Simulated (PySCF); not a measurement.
Vertical excitation energies

Species: GeFCl3.
SMILES: `[Ge]([F])([Cl])([Cl])[Cl]`

Computed, not measured: TDDFT B3LYP/def2-SVPD, vertical, gas phase, core orbitals frozen in the response (PySCF). Isolated species at its PBE0-D3(BJ)/def2-SVP geometry, gas phase. Relativistic effects, spin–orbit coupling among them, are left out although an element past zinc is present.

| state | E (eV) | λ (nm) | f | \|μ\| (D) | main configurations (H = HOMO, L = LUMO) |
| --- | --- | --- | --- | --- | --- |
| S1 | 5.72 | 216.7 | 0.0000 | 0.00 | H→L (100%) |
| S2 | 5.96 | 208.1 | 0.012 | 0.71 | H-2/H-1→L (≥91%) |
| S3 | 5.96 | 208.1 | 0.011 | 0.71 | H-2/H-1→L (≥91%) |
| S4 | 6.42 | 193.0 | 0.036 | 1.21 | H-3→L (96%) |
| S5 | 6.44 | 192.7 | 0.037 | 1.23 | H-4→L (96%) |
| S6 | 6.56 | 189.0 | 0.024 | 0.98 | H-5→L (99%) |
| S7 | 7.89 | 157.2 | 0.079 | 1.62 | H-6→L (85%) |
| S8 | 7.89 | 157.2 | 0.080 | 1.63 | H-7→L (85%) |
| S9 | 8.31 | 149.2 | 0.0000 | 0.02 | H→L+1 (96%) |
| S10 | 8.56 | 144.8 | 0.0004 | 0.11 | H-2/H-1→L+1 (≥64%), H→L+2 (25%) |
| S11 | 8.57 | 144.7 | 0.0003 | 0.09 | H-2/H-1→L+1 (≥65%), H→L+3 (22%) |
| S12 | 8.78 | 141.2 | 0.031 | 0.97 | H→L+2 (45%), H-9→L (25%), H-2/H-1→L+1 (≥13%) |
| S13 | 8.79 | 141.1 | 0.031 | 0.96 | H→L+3 (47%), H-8→L (24%), H-2/H-1→L+1 (≥11%) |
| S14 | 8.83 | 140.5 | 0.0003 | 0.09 | H-2/H-1→L+2 (≥56%), H-2/H-1→L+3 (≥39%) |

Triplets (Tamm–Dancoff): T1 5.33 eV, H→L (98%); T2 5.53 eV, H-2/H-1→L (97%); T3 5.54 eV, H-2/H-1→L (97%).

The lowest singlet lies at 5.72 eV (217 nm, ultraviolet) and is dark (f under 0.0005); its leading configuration is HOMO→LUMO (100%). The most intense listed level is S7/S8 at 7.89 eV (157 nm, f = 0.159 summed), 2.17 eV above S1. S2/S3, S7/S8, S10/S11 and S12/S13 lie within about 0.01 eV of each other in each set; the point group C3v has degenerate representations, and within a degenerate level the listed configurations can mix freely. Löwdin shares by element: HOMO chlorine 100%; LUMO chlorine 67%, germanium 23%. Weighted by f, the mean energy of these states is 7.52 eV. The oscillator strengths of these states sum to 0.341; summed over the whole spectrum of an exact calculation they would give the number of electrons, 92 (Thomas–Reiche–Kuhn). Orbital energies (eV): HOMO-3 -10.27, HOMO-2 -9.84, HOMO-1 -9.84, HOMO -9.62, LUMO -2.77, LUMO+1 -0.18, LUMO+2 0.10. Orbitals of the list HOMO-3 to LUMO+2 that lie within 0.01 eV of each other are written together with a slash and their weights summed (≥ marks a lower bound); for degenerate orbitals outside that list single weights are arbitrary. Singlets were solved by full linear response, triplets in the Tamm–Dancoff approximation. The highest level found (8.88 eV, f 0.0053 so far) is left out, since the window may have cut off a degenerate partner.
